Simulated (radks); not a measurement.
Effect of the nuclear size on the potassium ion K+, [Ar]. Calculated with a radial shooting solver on a logarithmic mesh with Libxc functionals: Dirac Kohn-Sham, LDA (Slater exchange, Perdew-Wang correlation), spin-unpolarised, spherical densities, finite nucleus; Fermi nuclear charge, rms radius 3.4349 fm. The rms radius is varied about that value; shifts are against it.

rms radius (fm) = 3.0845: total energy shift (eV) -0.00453; density at nucleus (e/bohr^3) 5166; 1s1/2 shift (meV) -1.92; 2s1/2 shift (meV) -0.148
rms radius (fm) = 3.1498: total energy shift (eV) -0.00373; density at nucleus (e/bohr^3) 5163; 1s1/2 shift (meV) -1.57; 2s1/2 shift (meV) -0.122
rms radius (fm) = 3.4349: total energy shift (eV) 0; density at nucleus (e/bohr^3) 5153; 1s1/2 shift (meV) 0.000; 2s1/2 shift (meV) 0.000
rms radius (fm) = 3.5483: total energy shift (eV) 0.00157; density at nucleus (e/bohr^3) 5149; 1s1/2 shift (meV) 0.663; 2s1/2 shift (meV) 0.051
rms radius (fm) = 3.9982: total energy shift (eV) 0.00829; density at nucleus (e/bohr^3) 5135; 1s1/2 shift (meV) 3.50; 2s1/2 shift (meV) 0.271

Slopes of the eigenvalues against <r^2> in GHz/fm^2, as finite differences over the two radii next to the reference (eigenvalue slopes, not the field-shift constants of lines): 1s1/2 203, 2s1/2 15.7.
